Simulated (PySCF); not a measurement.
C₆H₈FN.
SMILES: `N#C[C@@H]1CCC[C@@H]1F`

The closed-shell ground state was solved at several levels (PySCF, density fitting, gas phase, non-relativistic). The structure is a single PBE0-D3(BJ)/def2-SVP conformer in the gas phase; no vibrational or solvent corrections.

```tsv
level	basis functions	total energy (Eh)	HOMO (eV)	LUMO (eV)	gap (eV)	dipole (D)
B3LYP/pcJ-1	296	-388.0486	-8.84	0.24	9.08	5.22
wB97X-D/def2-SVPD	227	-387.6414	-11.04	1.87	12.91	5.38
PBE0/pcSseg-1	176	-387.5535	-9.11	0.52	9.63	5.23
```

Task: Estimate the row for wB97X-D/pcSseg-1, a basis of 176 functions; the other rows only guide the guess.

Result: Total energy -387.8644 Eh, HOMO -11.01 eV, LUMO 2.34 eV, gap 13.35 eV, dipole 5.29 D.

Task: Over all these levels, which gives the widest orbital gap and which the narrowest?

Result: wB97X-D/pcSseg-1 (range-separated hybrid) has the widest, 13.35 eV, and B3LYP/pcJ-1 (global hybrid, 20 % exact exchange) the narrowest, 9.08 eV. Functional and basis both differ between the two, so the spread mixes both effects.

Task: How far do the dipole and the HOMO energy spread over the levels?

Result: The dipole runs from 5.22 to 5.38 D (mean 5.28 D) and the HOMO from -11.04 to -8.84 eV.

The pairwise dispersion term of wB97X-D wasn't added to the energies; at a given geometry it leaves orbitals and properties as they are.
